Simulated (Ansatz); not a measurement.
Species: SnH2, charge 1, multiplicity 2. SMILES of the parent species: [SnH2]
Coordinates optimised at B3LYP-D3(BJ)/def2-TZVP (Ansatz, an electronic-structure program):
```
Sn
H 1 1.7380
H 1 1.7380 2 119.55
```
Charge +1, spin multiplicity 2.

Parts of the frozen-core correlation energy in def2-SVP (Ansatz, hartree). Frozen orbitals: 9; correlated occupied orbitals by spin: 3 and 2; virtual: 24 and 25. Open shells are spin-unrestricted. Spin-orbit coupling is left out. Past Kr the def2 sets carry scalar-relativistic core potentials.

```csv
term,value
reference (HF),-214.18856
MP2 opposite-spin,___
MP2 same-spin,___
CCSD correlation,-0.07376
(T),___
CCSDT minus CCSD(T),-0.00054
CCSDT(Q) minus CCSD(T),-0.00056
T1 diagnostic,0.016
largest doubles amplitude,0.062
<S^2> of the reference,0.763
```

### Question
Fill in the missing entries.

### Answer

- MP2 opposite-spin, value: -0.05017
- MP2 same-spin, value: -0.00397
- (T), value: -0.00130
